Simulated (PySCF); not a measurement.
# Radial density of C⁺ (carbon, charge +1)

BHandHLYP, [He] 2s2 2p1, 2P determinant. All numbers are calculated (PySCF 2.14, no relativity, point nucleus, in aug-cc-pV5Z (7s6p5d4f3g2h, 127 functions)).

```csv
r (bohr),4πr²ρ (e/bohr),4πr²(ρα − ρβ)
0.00412,0.02613,0.0000
0.00693,0.07150,0.0000
0.0117,0.1911,0.0000
0.0196,0.4916,0.0001
0.0330,1.185,0.0003
0.0555,2.565,0.0009
0.0933,4.637,0.0036
0.157,6.227,0.0153
0.264,5.143,0.0649
0.444,2.175,0.2263
0.747,1.558,0.5300
1.26,2.056,0.6273
2.11,0.8207,0.2552
3.55,0.05746,0.0220
5.98,0.0002879,0.0002
```
